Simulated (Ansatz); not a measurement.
Ansatz results at the PBE0-D4/def2-TZVP geometry: HOMO energy (PBE0/def2-TZVPP) -7.75 eV; HOMO–LUMO gap (ωB97M-V/def2-TZVPP) 10.92 eV; HOMO energy (ωB97M-V/def2-TZVPP) -10.12 eV.

Each molecule was computed in one conformer, which needn't be the lowest.

Task: Which molecule gave them?
A. `O=CN1CO[SiH2]1`
B. `[NH2][AlH][GaH2]`
C. `[SiH3][SiH]1C[Se]1`
D. `CB[SiH]1C[SiH2]1`

Result: A. The others give `[SiH3][SiH]1C[Se]1`: -6.54, 9.48, -8.64; `[NH2][AlH][GaH2]`: -6.90, 8.51, -8.88; `CB[SiH]1C[SiH2]1`: -6.75, 8.34, -8.65.
